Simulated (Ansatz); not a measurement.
Coupled-cluster diagnostics for Si₂B₂, Ansatz.

Geometry of the singlet (B3LYP-D4/def2-TZVP):

```xyz
4

B     0.5981    0.3866    0.3826
B    -0.5984   -0.3866   -0.3827
Si    0.8254   -1.5268    0.3128
Si   -0.8251    1.5268   -0.3127
```

Correlated methods freeze 12 core orbitals. At PBE0-D4/def2-TZVP a broken-symmetry singlet of charge 0 lies 0.32 eV below the triplet, each at its own geometry. At PBE0-D4/def2-TZVP a broken-symmetry singlet of charge 0 lies 1.77 eV below the quintet, each at its own geometry. The structure comes from a short search, and lower isomers may exist.

Geometry of the charge 0 triplet (B3LYP-D4/def2-TZVP):

```xyz
4

B     0.210    0.175   -0.740
B    -0.210   -0.175    0.740
Si   -1.733    0.310   -0.418
Si    1.734   -0.310    0.418
```

Geometry of the charge 0 quintet (B3LYP-D4/def2-TZVP):

```xyz
4

B     0.6624    0.2967   -0.3945
B    -0.6624   -0.2967    0.3945
Si   -0.0221   -1.4028   -1.0920
Si    0.0221    1.4028    1.0920
```

(1) Estimate the CCSD(T) correlation energy, the shares of MP2 and (T), T1 and the reference's ⟨S²⟩ for: charge 0, singlet, own geometry in def2-TZVPP; charge 0, singlet, own geometry in def2-TZVPD; charge 0, triplet, own geometry in def2-TZVPP; charge 0, quintet, own geometry in def2-TZVPP; charge 1, doublet, vertical in def2-TZVPP; charge -1, doublet, vertical in def2-TZVPD; and the rough time on 4 threads of Arm Neoverse V2 on a shared host.

Answers

(1) 
```tsv
state	basis	correlation (eV)	MP2 share (%)	(T) share (%)	T1	⟨S²⟩ (pure)	wall time	remarks
charge 0, singlet, own geometry	def2-TZVPP	-12.032	86.9	7.5	0.025	0.00 (0.00)	6 s	large T1, restricted SCF unstable
charge 0, singlet, own geometry	def2-TZVPD	-11.992	86.8	7.5	0.025	0.00 (0.00)	7.5 s	large T1, restricted SCF unstable
charge 0, triplet, own geometry	def2-TZVPP	-11.768	87.5	7.7	0.027	2.03 (2.00)	19 s	–
charge 0, quintet, own geometry	def2-TZVPP	-11.596	83.5	8.7	0.072	6.12 (6.00)	8.5 s	large T1
charge 1, doublet, vertical	def2-TZVPP	-11.003	81.6	7.9	0.072	1.31 (0.75)	21 s	large T1, spin-contaminated
charge -1, doublet, vertical	def2-TZVPD	-12.302	87.3	7.4	0.025	0.83 (0.75)	26 s	–
```
Customary marks for T1 are 0.02 (closed shells), 0.045 (open shells) and about 0.05 (3d metals). T1 exceeds 0.02 in 6 of 6 rows and 0.045 in 2; the higher it lies, the less the single-reference result can be trusted.
